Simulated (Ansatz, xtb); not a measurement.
Spectroscopic constants of ZrGa, multiplicity 6 (lowest of 2S+1 = 2, 4, 6 at PBE0/def2-TZVPP; our sources give no spin for the ground state, which may be another). No spin–orbit coupling. Ga is treated without relativity.

The constants come from a fifth-degree fit in 1/R (seven points, main isotopes). Runs in def2 and cc sets follow the lowest solution found near the PBE0 minimum.

Correlated levels freeze the inner cores; with def2 sets outer-core shells near the valence are correlated too.

The values were computed with Ansatz (Gaussian orbitals); xtb for the GFN methods.  In def2 rows elements past Kr take small-core potentials, without spin–orbit coupling. The GFN methods have no spin term and hold the electronic entropy of 300 K.

| level | r_e (Å) | ω_e (cm⁻¹) | ω_e x_e (cm⁻¹) | dipole (D) |
|---|---|---|---|---|
| GFN2-xTB | 2.755 | 188 | 0.93 | - |
| PBE/def2-TZVPP | 2.630 | 214 | 0.68 | 2.21 |
| B97M-V/def2-TZVPP | 2.640 | 214 | 0.65 | 2.25 |
| BHLYP/def2-TZVPP | 2.598 | 232 | 0.77 | 3.15 |
| CAM-B3LYP/def2-TZVPP | 2.583 | 235 | 0.74 | 3.10 |
| wB97X-V/def2-TZVPP | 2.574 | 241 | 0.87 | 3.64 |
| wB97M-V/def2-TZVPP | 2.577 | ___ | 0.71 | 3.28 |
| B2PLYP/def2-TZVPP | ___ | ___ | -0.052 | - |

### Question
Complete the blanks.

### Answer

- B2PLYP/def2-TZVPP, r_e (Å): 2.605
- B2PLYP/def2-TZVPP, ω_e (cm⁻¹): 226
- wB97M-V/def2-TZVPP, ω_e (cm⁻¹): 240

Ansatz is an electronic-structure program.
